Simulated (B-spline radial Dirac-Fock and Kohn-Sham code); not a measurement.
In the model described below, an M3 (3p3/2) vacancy in the Sr⁺ ion in the configuration [Kr] 5s1, lives for 0.25 fs, which corresponds to a natural width of 2.65 eV. Out of 1000 such holes, about 0.14 decay by emitting a photon, 957 by a Coster-Kronig transition that moves the hole within the M shell, and the rest by ordinary Auger emission. The strongest X-ray line is M3-M5 at 139.4 eV, with 72 % of the radiative rate. The strongest electron group is M3-M5N3 near 90 eV, with 37 % of the non-radiative rate. The Coster-Kronig yields by final subshell (the deeper hole where both stay in the shell) are M4 0.247, M5 0.710. Independent-particle models tend to overestimate Coster-Kronig rates.

The computed values come from a B-spline atomic structure program: one-electron (LDA, Dirac) transition rates at Dirac-Fock energies.
